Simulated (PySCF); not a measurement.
Bond curve of AlTe⁺

Set-up: PySCF, scalar-relativistic core potentials, basis sets Al def2-SVP, Te def2-SVP with ECP28. Energies in eV from Al⁺ + Te in their ground configurations at the same level. State: ³Σ⁻ (triplet), unpaired electrons π ↑↑.

All columns are PBE0. A positive dipole points towards Te; it is taken about the centre of mass and depends on that origin.

| R (Å) | E (eV) | μ (D) | Mulliken charge on Al (basis-dependent) | HOMO (eV) | LUMO (eV) | Mayer bond order | ⟨S²⟩ |
| --- | --- | --- | --- | --- | --- | --- | --- |
| 2.688 | -0.681 | -3.76 | 0.60 | -11.56 | -10.29 | 0.62 | 2.01 |
| 2.812 | -0.860 | -4.57 | 0.64 | -11.62 | -10.00 | 0.58 | 2.01 |
| 2.938 | -0.954 | -5.36 | 0.67 | -11.64 | -9.74 | 0.55 | 2.01 |
| 3.031 | -0.986 | -5.95 | 0.68 | -11.62 | -9.56 | 0.53 | 2.01 |
| 3.125 | -0.994 | -6.52 | 0.70 | -11.58 | -9.39 | 0.51 | 2.01 |
| 3.219 | -0.985 | -7.09 | 0.71 | -11.52 | -9.23 | 0.50 | 2.01 |
| 3.344 | -0.953 | -7.83 | 0.73 | -11.42 | -9.04 | 0.48 | 2.01 |
| 3.500 | -0.895 | -8.72 | 0.74 | -11.26 | -8.81 | 0.46 | 2.01 |
| 3.688 | -0.811 | -9.77 | 0.76 | -11.03 | -8.57 | 0.43 | 2.01 |
| 3.938 | -0.694 | -11.13 | 0.78 | -10.72 | -8.28 | 0.39 | 2.01 |

A fit through these points gives, at Re = 3.115 Å, μ = -6.46 D and dμ/dR = -6.09 D/Å; the reduced mass is 22.34 u.

Task: How strong is the fundamental in the double-harmonic approximation, I = 42.26·(dμ/dR)²/μred km/mol?

Result: I = 42.26·(-6.09)²/22.34 = 70.2 km/mol at PBE0.

Spin–orbit coupling is left out, which matters for elements this heavy, above all for dissociation energies. For an ion De counts to the pair picked by the measured ionisation energies or electron affinities, which need not be the lowest pair at this level. The state is the lowest determinant that a PBE0 search found; another state may lie lower at other levels.
